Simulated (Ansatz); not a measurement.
`CBO[SiH2]F`, relaxed with RKS PBE0-D4/def2-TZVP in Ansatz 0.2.0 from a PBE-D4/def2-SVP geometry. The force threshold is 0.005 eV/Å; the program also tests the step.

The species carries charge 0 and has multiplicity 1.

Start:

```xyz
11

C    -0.741   -0.124   -1.932
B    -0.249    0.393   -0.538
O     0.299   -0.476    0.372
Si    0.844   -0.200    1.938
F    -0.259   -0.823    2.967
H    -1.816    0.131   -2.068
H    -0.605   -1.213   -2.082
H    -0.214    0.424   -2.745
H    -0.335    1.579   -0.228
H     0.959    1.269    2.206
H     2.118   -0.961    2.110
```

Question: How much energy does the relaxation release, and in how many steps? (Best estimate.)

Answer: The calculation gave: 0.09 eV, in 13 steps.

Question: Which bonds change most? (Estimate.)

Answer: The calculation gave: O3–Si4 from 1.681 to 1.637 Å; Si4–F5 from 1.632 to 1.591 Å; B2–H9 from 1.229 to 1.207 Å; Si4–H11 from 1.493 to 1.475 Å.

Question: Give the relaxed structure. (An estimate is asked.)

Answer: The calculation gave: 
```xyz
11

C    -0.729   -0.123   -1.915
B    -0.260    0.402   -0.527
O     0.305   -0.443    0.380
Si    0.835   -0.204    1.910
F    -0.265   -0.764    2.914
H    -1.799    0.078   -2.044
H    -0.549   -1.188   -2.066
H    -0.234    0.440   -2.715
H    -0.381    1.563   -0.219
H     1.011    1.238    2.186
H     2.065   -0.997    2.097
```
